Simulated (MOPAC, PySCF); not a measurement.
BBr$_{3}$, SMILES `BrB(Br)Br`, neutral singlet in the gas phase. 

Cartesian coordinates (Å):
SMILES: BrB(Br)Br
```xyz
4

Br     1.8450    -0.4618     0.0074
B      0.0000     0.0000    -0.0001
Br    -0.5226     1.8286    -0.0027
Br    -1.3224    -1.3668    -0.0047
```
Charge 0, multiplicity 1.

All levels are single points at this geometry (r2SCAN-D4/def2-TZVP); Pople sets use spherical d functions. Orbital energies aren't observables, and empty levels follow the basis.

B3LYP/LANL2DZ in PySCF gives gap (eV) = 5.76.

Task: Estimate the gap (eV) from each of these levels: PBE-D3(BJ)/def2-TZVP in PySCF; r2SCAN-D4/def2-TZVP in PySCF; B3LYP/6-311+G** (LANL2DZ on Br) in PySCF; B3LYP/6-31G* in PySCF; BP86/6-31G* in PySCF; M06-2X/6-31G* in PySCF; PBE/6-31G* in PySCF; HF/3-21G in PySCF; HF/6-31G* in PySCF; AM1 in MOPAC; PM3 in MOPAC; PM6 in MOPAC.

Result: 
| level | gap (eV) |
|---|---|
| PBE-D3(BJ)/def2-TZVP in PySCF | 4.08 |
| r2SCAN-D4/def2-TZVP in PySCF | 4.63 |
| B3LYP/6-311+G** (LANL2DZ on Br) in PySCF | 5.89 |
| B3LYP/6-31G* in PySCF | 5.78 |
| BP86/6-31G* in PySCF | 4.10 |
| M06-2X/6-31G* in PySCF | 8.18 |
| PBE/6-31G* in PySCF | 4.08 |
| HF/3-21G in PySCF | 12.55 |
| HF/6-31G* in PySCF | 12.75 |
| AM1 in MOPAC | 9.58 |
| PM3 in MOPAC | 10.38 |
| PM6 in MOPAC | 8.20 |
